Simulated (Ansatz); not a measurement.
Basis-set extrapolation for CH₆AlNSi (`[AlH2][N]1C[SiH2]1`) (PBE0-D4/def2-TZVP geometry, frozen core, the Gaussian-basis code of Ansatz). Multiplicity 1, RHF reference.

```json
{"": "HF", "def2-TZVPP": "-626.702724", "def2-QZVPP": "-626.724058"}
{"": "MP2 correlation", "def2-TZVPP": "-0.577865", "def2-QZVPP": "-0.617481"}
{"": "CCSD(T) correlation", "def2-TZVPP": "-0.644236", "def2-QZVPP": "not run"}
```

Energies in hartree. Use E(X) = E(∞) + A·exp(−7.88·√X) for Hartree–Fock and E(X) = E(∞) + B·X^(−2.97) for correlation, with X = 3 and 4, and add CCSD(T) minus MP2 of the smaller set to the MP2 limit.

Task: What is the CCSD(T) energy at the basis-set limit?

Result: HF limit: -626.724058 + (-0.021334) × 0.13774 = -626.72700. MP2 limit: -0.617481 + (-0.039616) × 0.74074 = -0.64683. Higher-order term: -0.644236 − (-0.577865) = -0.06637. Total: -627.44020 hartree, 58.5 kcal/mol below CCSD(T)/def2-TZVPP.
